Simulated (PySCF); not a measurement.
# Excitation energy of Hf(2+) by level of theory

Hf(2+) [Xe] 4f14 5d2 (3F) → Hf(2+) [Xe] 4f14 5d1 6s1 (3D), as a difference of total energies. Calculation: PySCF 2.14, in x2c-TZVPPall with one added diffuse shell each of s, p, d, f type (12s8p8d4f1g, 113 functions); the spin-free X2C one-electron Hamiltonian (Gaussian nucleus). Correlated levels: valence and next inner shell: [Kr] 4d10 4f14 frozen. The calculations carry no spin-orbit coupling.

```json
{"method": "UHF", "excitation energy (eV)": "0.253"}
{"method": "MP2 (valence and next inner shell)", "excitation energy (eV)": "-0.076"}
{"method": "SCS-MP2 (valence and next inner shell)", "excitation energy (eV)": "0.003"}
{"method": "CCSD (valence and next inner shell)", "excitation energy (eV)": "-0.027"}
{"method": "CCSD(T) (valence and next inner shell)", "excitation energy (eV)": "-0.040"}
```

Question: How much does correlation contribute at CCSD(T) (valence and next inner shell)?

Answer: -0.040 − (0.253) = -0.293 eV, measured against UHF.

A first-order spin-orbit estimate (lowest level to lowest level, LS coupling) adds 0.088 eV.
